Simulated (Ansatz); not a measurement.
Reaction (atomization): `C[Si](F)(Cl)I` → C• + Cl• + F• + 3 H• + I• + Si•

Program: Ansatz. Geometries: PBE0-D4/def2-TZVP. ΔE: electronic, gas phase. CBS: MP2 limit from def2 TZ/QZ plus the TZ coupled-cluster correction, frozen cores. This one scheme is used for every species, atoms too. For atomizations the MP2-based limit and the directly extrapolated one differ by several kJ/mol either way, and by 10 to 25 for some Ge, Se and Sn compounds, so smaller differences from it don't rank the levels. Functionals use def2-TZVPP. B3LYP here is the variant with VWN-RPA as its local correlation; programs differ in this. HSE06 is defined as in plane-wave codes. No spin–orbit coupling; open shells (•) take unrestricted orbitals. Spin–orbit coupling would lower the free atoms: a little for C, Cl, F, Si; strongly for I. Elements past krypton have def2 core potentials. Bonds to I are less sure, by a few kJ/mol each and by 10 to 20 or more in all where they break to atoms, as the def2 sets lack core-valence functions.

| level | ΔE (kJ/mol) | difference from CCSD(T)/CBS |
| --- | --- | --- |
| LDA (SPW92) | 3296.6 | 378.9 |
| BLYP-D4 | 2861.7 | -56.0 |
| B97M-V | 2913.2 | -4.5 |
| r2SCANh-D4 | 2899.7 | -18.0 |
| r2SCAN0-D4 | 2874.4 | -43.3 |
| HSE06-D4 | 2902.2 | -15.5 |
| CAM-B3LYP-D4 | 2887.1 | -30.6 |
| B2PLYP | 2854.2 | -63.5 |
| r2SCAN | 2911.6 | -6.1 |
| B3LYP | 2831.5 | -86.2 |
| r2SCANh | 2893.4 | -24.3 |
| r2SCAN0 | 2867.3 | -50.4 |
| BHLYP | 2773.1 | -144.6 |
| HF/def2-SVP | 2137.8 | -779.9 |
| CCSD/def2-SVP | 2650.3 | -267.4 |
| CCSD/CBS(def2) | 2870.4 | -47.3 |
| CCSD(T)/CBS | 2917.7 | 0 |

Largest T1 diagnostic among the species: 0.012.

From BLYP to BHLYP (50 % exact exchange), in def2-TZVPP and without D4, ΔE moves by −34.3 kJ/mol: exact exchange takes away binding that semilocal exchange gives to molecules. The D4 term adds +41.7 kJ/mol with B3LYP and +21.8 kJ/mol with PBE0; it sums over pairs of atoms, weighted by their polarisabilities, and B3LYP, whose exchange is more repulsive, gets the larger term. In def2-TZVPP, CCSD(T) changes the Hartree–Fock value by +648.1 kJ/mol (the triples alone add +47.2 kJ/mol) and MP2 by +736.0 kJ/mol; breaking electron pairs costs correlation energy, which Hartree–Fock lacks.
